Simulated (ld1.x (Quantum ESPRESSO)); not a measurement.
## calcium (Ca): one change to a TM potential, before and after

```json
{
 "Element": "calcium (Ca)",
 "Generator": "ld1.x (Quantum ESPRESSO) 7.5",
 "Type": "norm-conserving Troullier–Martins (Kleinman–Bylander form)",
 "Functional": "PBE",
 "Relativity": "scalar-relativistic",
 "Frozen core": "[Ne] 3s2",
 "Valence charge": "8",
 "Reference configuration": "3p6 3d0 4s2 4p0",
 "Partial waves": "4s (bound): rc 3.40 bohr; 3d (bound, empty): rc 3.00 bohr; 3p (bound): rc 1.65 bohr",
 "Local potential": "the p channel",
 "Core correction": "a·sin(br)/r model core inside 1.45 bohr"
}
```

Change: all radii but the core radius scaled by about 1.34 (s 4.56, p 2.22, d 4.02 bohr).

Cutoffs: the cutoffs (Ry, on a coarse ladder) from which the occupation-weighted sum of valence levels, in a spherical-Bessel basis at the reference potential, stays within 10 and 1 mRy of its value at 400 Ry; they do not see the model core or the augmentation charge, which bear on the density cutoff. Errors are all-electron minus pseudo energies relative to the spin-unpolarised reference configuration.

How do hardness, ghosts and transferability respond?

The potential gets neither clearly harder nor softer (30 Ry and 50 Ry → 30 Ry and 45 Ry); both files keep a bound ghost (s); of the 7 tests that both files solve, the error grows in 7 and shrinks in 0 by more than 15 % and 0.3 meV (median size 9.0 → 55.4 meV). More of the atom is replaced by a form fitted at one configuration, so other configurations suffer.

| quantity | base | changed |
| --- | --- | --- |
| cutoff, loose | 30 Ry | 30 Ry |
| cutoff, tight | 50 Ry | 45 Ry |
| bound ghosts | s | s |
| error for 3p6 3d0 4s1 4p0, meV [ΔE 6.31 eV] | +1.8 | -10 |
| error for 3p6 3d0 4s0 4p0, meV [ΔE 18.13 eV] | +2.9 | -106 |
| error for 3p6 3d0 4s1.5 4p0, meV [ΔE 2.50 eV] | +0.4 | -1.4 |
| error for 3p6 3d1 4s1 4p0, meV [ΔE 2.28 eV] | +21 | +157 |
| error for 3p6 3d0 4s1 4p1, meV [ΔE 2.42 eV] | +9.0 | -25 |
| error for 3p6 3d0.5 4s1.5 4p0, meV [ΔE 1.05 eV] | +9.3 | +55 |
| error for 3p6 3d0 4s0 4p1, meV [ΔE 9.36 eV] | +16 | -91 |

 A true bound ghost makes a file unfit for plane-wave use even where its test errors are small: the radial tests pick states by their node count and pass the ghost by.
